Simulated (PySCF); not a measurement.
**Constants of ZnCl⁻, step by step**

State: ¹Σ⁺, singlet, closed shell. De refers to Zn + Cl⁻. RHF-based CCSD(T) in PySCF 2.14 with Zn aug-cc-pVDZ-PP with ECP10, Cl aug-cc-pV(D+d)Z and Zn aug-cc-pVTZ-PP with ECP10, Cl aug-cc-pV(T+d)Z (frozen core orbitals: 9; scalar-relativistic core potentials). Correlation energies are extrapolated as n⁻³ (n = 2, 3), Hartree–Fock as (n+1)·exp(−9√n).

| Level | Re (Å) | ωe (cm⁻¹) | ωexe (cm⁻¹) | αe (cm⁻¹) | De (eV) |
| --- | --- | --- | --- | --- | --- |
| CCSD(T)/DZ | 2.4978 | 171.2 | 1.78 | 0.00154 | 0.647 |
| CCSD(T)/TZ | 2.4645 | 177.9 | 1.80 | 0.00155 | 0.676 |
| HF/CBS | 2.5033 | 167.9 | 2.10 | 0.00170 | 0.586 |
| MP2/CBS | 2.4392 | 178.8 | 1.83 | 0.00162 | 0.681 |
| CCSD/CBS | 2.4648 | 176.2 | 1.89 | 0.00161 | 0.649 |
| CCSD(T)/CBS | 2.4577 | 179.2 | 1.81 | 0.00155 | 0.682 |

Problem. How much is left between CCSD(T)/TZ and the basis-set limit, and how much do the triples give at the limit?

Solution. CCSD(T)/CBS less CCSD(T)/TZ: -6.8 mÅ in Re, +1.3 cm⁻¹ in ωe and +0.006 eV in De. CCSD(T)/CBS less CCSD/CBS: -7.1 mÅ in Re, +3.0 cm⁻¹ in ωe and +0.033 eV in De.

The T1 diagnostic is 0.021, large enough to doubt a single reference. Spin–orbit coupling, excitations beyond (T) and corrections to the Born–Oppenheimer picture are left out.

The whole job (state search and all basis sets along the bond) took about 6.4 min on 4 threads of Intel Xeon Platinum 8375C @ 2.90GHz (shared host), peak memory 5.1 GiB.
